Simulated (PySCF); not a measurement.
# Two-component Hartree-Fock for Pd⁺ (palladium, charge +1)

Start: [Kr] 4d9; 4d3/2 filled at m_j = -1/2, +1/2, +3/2; 4d5/2 filled at m_j = -5/2, -3/2, -1/2, +1/2, +3/2, +5/2. Calculated with PySCF 2.14 in x2c-SVPall-2c with one added diffuse shell each of s, p, d type (7s9p7d1f, 76 functions): generalised Hartree-Fock with the X2C-1e Hamiltonian and a Gaussian nucleus; one run each with spin-orbit coupling (SO) screened by Boettger's factors, then bare. This is a chosen level, not necessarily the ground level.

| spinor shell | electrons | ε, screened SO (eV) | ε, bare SO (eV) | weight of nominal j (bare SO) | rms radius, bare SO (bohr) |
| --- | --- | --- | --- | --- | --- |
| 1s1/2 | 2 | -24481.6 | -24481.4 | 1.000 | 0.0366 |
| 2s1/2 | 2 | -3666.9 | -3666.8 | 1.000 | 0.150 |
| 2p1/2 | 2 | -3393.6 | -3398.9 | 1.000 | 0.130 |
| 2p3/2 | 4 | -3232.1 | -3229.8 | 1.000 | 0.135 |
| 3s1/2 | 2 | -706.36 | -706.37 | 1.000 | 0.403 |
| 3p1/2 | 2 | -596.67 | -597.64 | 1.000 | 0.398 |
| 3p3/2 | 4 | -567.54 | -567.14 | 1.000 | 0.410 |
| 3d3/2 | 4 | -374.21 | -375.17 | 1.000 | 0.387 |
| 3d5/2 | 6 | -368.88 | -368.27 | 1.000 | 0.390 |
| 4s1/2 | 2 | -116.46 | -116.47 | 1.000 | 1.02 |
| 4p1/2 | 2 | -79.603 | -79.769 | 0.952 | 1.10 |
| 4p3/2 | 4 | -75.959 | -75.903 | 0.976 | 1.13 |
| 4d3/2 | 3 | -21.124 | -21.202 | 0.837 | 1.57 |
| 4d5/2 | 6 | -20.457 | -20.416 | 0.919 | 1.60 |

```tsv
quantity	screened SO	bare SO
E (hartree)	-5042.45639	-5042.53586
M_J	3/2	3/2
⟨J²⟩	3.755	3.755
⟨L²⟩	6.029	6.030
⟨S²⟩	0.770	0.771
```

Each row is a mean over spinors that exchange with the open shell spreads, by up to 3.937 eV (4p1/2).

Rows whose weight is well below 1 are mixtures of j = l ± 1/2: exchange outweighs spin-orbit coupling there, and the label is only the starting occupation.

Breit and QED terms are absent; they matter most for the inner s and p1/2 levels.

Densities and radii are taken from the X2C orbitals without a picture-change correction, which distorts them close to the nucleus.
